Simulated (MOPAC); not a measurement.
Input for MOPAC: PM6 on LaPb, 2S+1 = 6, a spin state set in the input, which need not be the lowest, a point of a bond scan (R = 3.221 Å).

```
PM6 1SCF PRECISE CHARGE=0 UHF MS=2.5 THREADS=1
LaPb

La     0.00000000 1     0.00000000 1     0.00000000 1
Pb     0.00000000 1     0.00000000 1     3.22130100 1
```

Output:

```
*******************************************************************************
 **                                                                           **
 **                              MOPAC v23.2.5                                **
 **                                                                           **
 *******************************************************************************
 ** MOPAC's Digital Object Identifier: https://doi.org/10.5281/zenodo.6511958 **
 **                                                                           **
 ** Please cite the open-source release paper for use of this MOPAC version:  **
 ** J. E. Moussa and J. J. P. Stewart (2026)                                  **
 ** MOPAC: An open-source semiempirical molecular orbital program             **
 ** J. Open Source Softw., 11(119), 8025, https://doi.org/10.21105/joss.08025 **
 *******************************************************************************

                              PM6 CALCULATION RESULTS

 *******************************************************************************
 *  PM6        - The PM6 Hamiltonian to be used
 *  UHF        - UNRESTRICTED HARTREE-FOCK CALCULATION
 *
 *
 *
 *                 CHARGE ON SYSTEM = 0
 *
 *
 *
 *  MS=        - IN MECI, MAGNETIC COMPONENT OF SPIN =  2.5
 *  PRECISE    - TIGHTER CRITERIA TO BE USED
 *  1SCF       - DO 1 SCF AND THEN STOP
 *  THREADS=1  - MULTI-THREADING NOT USED
 *  T=         - A TIME OF 172800.0 SECONDS REQUESTED
 *  DUMP=N     - RESTART FILE WRITTEN EVERY 7200.0 SECONDS REQUESTED
 *******************************************************************************
PM6 1SCF PRECISE CHARGE=0 UHF MS=2.5 THREADS=1
 LaPb

   ATOM   CHEMICAL          X               Y               Z
  NUMBER   SYMBOL      (ANGSTROMS)     (ANGSTROMS)     (ANGSTROMS)

     1      La          0.00000000  *   0.00000000  *   0.00000000  *
     2      Pb          0.00000000  *   0.00000000  *   3.22130100  *



          CARTESIAN COORDINATES

    NO.       ATOM           X           Y           Z

     1        La          0.0000      0.0000      0.0000
     2        Pb          0.0000      0.0000      3.2213

 General Reference for PM6:
 "Optimization of Parameters for Semiempirical Methods V: Modification of NDDO Approximations
 and Application to 70 Elements", J. J. P. Stewart, J. Mol. Mod., 13, 1173-1213 (2007)
 URL: https://link.springer.com/article/10.1007/s00894-007-0233-4

           Empirical Formula: La Pb  =     2 atoms



      MOLECULAR POINT GROUP   :   C*v


          UHF CALCULATION, NO. OF ALPHA ELECTRONS =    6
                           NO. OF BETA  ELECTRONS =    1

 -------------------------------------------------------------------------------
 PM6 1SCF PRECISE CHARGE=0 UHF MS=2.5 THREADS=1
 LaPb



     1SCF WAS SPECIFIED, SO BFGS WAS NOT USED
     SCF FIELD WAS ACHIEVED


                              PM6 CALCULATION
                                                       MOPAC v23.2.5 Linux




          FINAL HEAT OF FORMATION =        -15.75625 KCAL/MOL =     -65.92413 KJ/MOL


          COSMO AREA              =        135.58 SQUARE ANGSTROMS
          COSMO VOLUME            =        135.16 CUBIC ANGSTROMS

          IONIZATION POTENTIAL    =          6.881581 EV
          ALPHA SOMO LUMO (EV)    =         -6.882  1.181
          BETA  SOMO LUMO (EV)    =        -14.606  0.400
          NO. OF ALPHA ELECTRONS  =          6
          NO. OF BETA  ELECTRONS  =          1
          MOLECULAR WEIGHT        =        346.1060         POINT GROUP:  C*v

          MOLECULAR DIMENSIONS (Angstroms)

            Atom       Atom       Distance
           Pb     2   La     1     3.22130
           Pb     2   La     1     0.00000
           La     1   Pb     2     0.00000


          SCF CALCULATIONS        =          1





   ATOM   CHEMICAL          X               Y               Z
  NUMBER   SYMBOL      (ANGSTROMS)     (ANGSTROMS)     (ANGSTROMS)

     1      La          0.00000000  *   0.00000000  *   0.00000000  *
     2      Pb          0.00000000  *   0.00000000  *   3.22130100  *

                             CARTESIAN COORDINATES

   1   La        0.000000000     0.000000000     0.000000000
   2   Pb        0.000000000     0.000000000     3.221301000


           Empirical Formula: La Pb  =     2 atoms



      MOLECULAR POINT GROUP   :   C*v


          ALPHA EIGENVALUES
 -17.39728  -8.18761  -7.40163  -6.98932  -6.88158  -6.88158   1.18059   1.37584
   1.37584   1.91016   4.38387   4.38387   5.15506


           BETA EIGENVALUES
 -14.60635   0.40020   0.67960   0.68092   0.68092   3.60073   3.65258   3.65258
   4.17426   4.82352   6.78723   7.52699   7.52699


              NET ATOMIC CHARGES AND DIPOLE CONTRIBUTIONS

  ATOM NO.   TYPE          CHARGE      No. of ELECS.   s-Pop       p-Pop       d-Pop
    1         La           0.517161        2.4828     0.97802     0.43986     1.06496
    2         Pb          -0.517161        4.5172     1.79029     2.72687
 DIPOLE           X         Y         Z       TOTAL
 POINT-CHG.     0.000     0.000    -8.002     8.002
 HYBRID        -0.000     0.000    -0.893     0.893
 SUM           -0.000     0.000    -8.895     8.895


          ATOMIC ORBITAL ELECTRON POPULATIONS

     Atom    s        px        py        pz      x^2-y^2     xz        z^2       yz        xy
    1 La   0.97802   0.07895   0.07895   0.28196   1.00000   0.00768   0.04961   0.00768   0.00000
    2 Pb   1.79029   0.91337   0.91337   0.90013


                    (SZ)    =    2.500000
                    (S**2)  =    8.750258


          ATOMIC ORBITAL SPIN POPULATIONS

    Atom   Total    s     px     py     pz   x^2-y^2  xz     z^2    yz     xy
         Atomic
    1 La  2.2592  0.974  0.079  0.079  0.076  1.000  0.008  0.036  0.008  0.000
    2 Pb  2.7408  0.041  0.913  0.913  0.873

 **********************
 *                    *
 * JOB ENDED NORMALLY *
 *                    *
 **********************




 == MOPAC DONE ==
```

The run finished.

Cost: about 0.020 core-seconds (a rough figure).
